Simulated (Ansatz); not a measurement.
All values below come from Ansatz (a quantum-chemistry and plane-wave program) with frozen-core CCSD(T)/cc-pVQZ // B3LYP-D3(BJ)/def2-TZVP.

Ansatz 0.2 input:
```yaml
crystal:
  periodic: [false, false, false]
  atoms:
    - { symbol: B, position_ang: [-0.850646, -0.583005, 0.180549] }
    - { symbol: C, position_ang: [-0.250318, 0.740161, -0.078111] }
    - { symbol: Si, position_ang: [1.032571, -0.427342, -0.035765] }
    - { symbol: H, position_ang: [-1.814947, -1.234659, 0.376545] }
    - { symbol: H, position_ang: [-0.605129, 1.754772, -0.193377] }
    - { symbol: H, position_ang: [2.499325, -0.258127, -0.211784] }
basis:
  gaussian: { orbitals: cc-pVQZ }
correlation:
  method: ccsd_t
```

Output:

```
Functional definition: HF
1521 factors; integrals over basis functions are off by at most 8.7e-4 eV
mean field evaluation 1: about -9606.4525 eV, gradient 3.6e1 eV
mean field evaluation 2: about -9606.4543 eV, gradient 3.6e1 eV
mean field evaluation 4: about -9610.0947 eV, gradient 3.5e0 eV
mean field evaluation 8: about -9610.1567 eV, gradient 2.1e-1 eV
mean field evaluation 16: about -9610.1532 eV, gradient 5.9e-1 eV
mean field -9610.15720503 eV, -353.1667632862 hartree, gradient 8.2e-6 eV, S^2 0.000000; 0 other end points of the search recorded, 0 dependent functions left out
7 core orbitals not correlated
reference -9610.15720503 eV, -353.1667632862 hartree; 7, 7 occupied and 245, 245 virtual orbitals, 1521 factors
second order -10.73126882 eV of doubles, -0.00000000 eV of singles
cycle   1  -10.92412695 eV  change   -1.9e-1 eV  update   8.4e-2
cycle   2  -11.26215621 eV  change   -3.4e-1 eV  update   2.7e-2
cycle   3  -11.32554634 eV  change   -6.3e-2 eV  update   1.2e-2
cycle   4  -11.32071166 eV  change    4.8e-3 eV  update   2.9e-3
cycle   5  -11.32083687 eV  change   -1.3e-4 eV  update   1.2e-3
cycle   6  -11.32091632 eV  change   -7.9e-5 eV  update   3.5e-4
cycle   7  -11.32081033 eV  change    1.1e-4 eV  update   1.3e-4
cycle   8  -11.32084814 eV  change   -3.8e-5 eV  update   4.8e-5
cycle   9  -11.32085131 eV  change   -3.2e-6 eV  update   1.6e-5
perturbative correction -0.64085670 eV, -0.0235510493 hartree
Total energy: -9622.11891303 eV, -353.6063479475 hartree
```

Cost: about 13 core-minutes (a rough figure).
